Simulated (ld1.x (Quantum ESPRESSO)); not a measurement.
## manganese (Mn): one change to an ultrasoft potential, before and after

| Item | Value |
| --- | --- |
| Element | Mn (Z = 25) |
| Generator | ld1.x (Quantum ESPRESSO) 7.5 |
| Type | ultrasoft |
| Functional | PBE |
| Relativity | scalar-relativistic |
| Frozen core | [Ar] |
| Valence charge | 7 |
| Reference configuration | 3d5.5 4s1.5 4p0 |
| Partial waves | 4s (bound): rcut 2.20, rcutus 2.55 bohr; 4s channel at 0.15 Ry: rcut 2.20, rcutus 2.55 bohr; 4p (bound, empty): rcut 2.55, rcutus 3.15 bohr; 4p channel at 1.55 Ry: rcut 2.55, rcutus 3.15 bohr; 3d (bound): rcut 1.55, rcutus 2.15 bohr; 3d channel at 0.05 Ry: rcut 1.55, rcutus 2.15 bohr |
| Local potential | all-electron potential smoothed inside 3.05 bohr (lloc = -1) |
| Core correction | none |
| Augmentation charge | PSQ, radius 1.70 bohr |

Change: augmentation PSQ, inside the norm-conserving radii.

Cutoffs: the cutoffs (Ry, on a coarse ladder) from which the occupation-weighted sum of valence levels, in a spherical-Bessel basis at the reference potential, stays within 10 and 1 mRy of its value at 400 Ry; they do not see the model core or the augmentation charge, which bear on the density cutoff. Errors are all-electron minus pseudo energies relative to the spin-unpolarised reference configuration.

What does the change do?

The potential gets neither clearly harder nor softer (21 Ry and 35 Ry → 21 Ry and 35 Ry); of the 7 tests that both files solve, the error grows in 4 and shrinks in 1 by more than 15 % and 0.3 meV (median size 8.2 → 20.4 meV); neither file shows a bound ghost.

```tsv
quantity	base	changed
cutoff, loose	21 Ry	21 Ry
cutoff, tight	35 Ry	35 Ry
bound ghosts	none	none
error for 3d5 4s2 4p0, meV [ΔE 0.48 eV]	-1.4	-20
error for 3d5 4s1 4p0, meV [ΔE 8.90 eV]	+1.3	-3.7
error for 3d5 4s0 4p0, meV [ΔE 24.50 eV]	+114	+112
error for 3d4 4s2 4p1, meV [ΔE 8.28 eV]	-48	-342
error for 3d3 4s0 4p0, meV [ΔE 107.78 eV]	-846	-867
error for 3d4 4s0 4p0, meV [ΔE 57.02 eV]	-8.2	+1.6
error for 3d5 4s1 4p1, meV [ΔE 4.34 eV]	-2.3	-18
s: phases at 3.40 bohr within 0.05 rad from the reference energy up to (Ry; the scan ends near 5)	2.1	2.1
p: phases at 3.40 bohr within 0.05 rad from the reference energy up to (Ry; the scan ends near 5)	2.7	2.7
d: phases at 3.40 bohr within 0.05 rad from the reference energy up to (Ry; the scan ends near 5)	3.6	3.6
lowest overlap eigenvalue by channel	s 0.41, p 0.66, d 1.00	s 0.41, p 0.66, d 1.00
```
